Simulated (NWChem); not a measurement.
# CdH2O; SMILES [OH][CdH]

```xyz
4

Cd    -0.0040     0.2840     0.0000
H     -0.0464     1.9265     0.0000
O     -0.0696    -1.6816     0.0000
H      0.7948    -2.1058     0.0000
```
Atoms are numbered in this order, from 1.

Program: NWChem. The geometry was optimised at PBE0/def2-SVP. def2 effective core potentials on Cd; no spin-orbit coupling. Vertical excitations in the gas phase.

Problem. Predict the results for BHandHLYP/def2-SVP, full TDDFT. Quantities: lowest excitation, singlet (eV); oscillator strength of that lowest state; orbital gap (eV).

Solution. The lowest excitation, singlet (eV) comes out as 5.83, the oscillator strength of that lowest state comes out as 0.024 and the orbital gap (eV) comes out as 9.11.
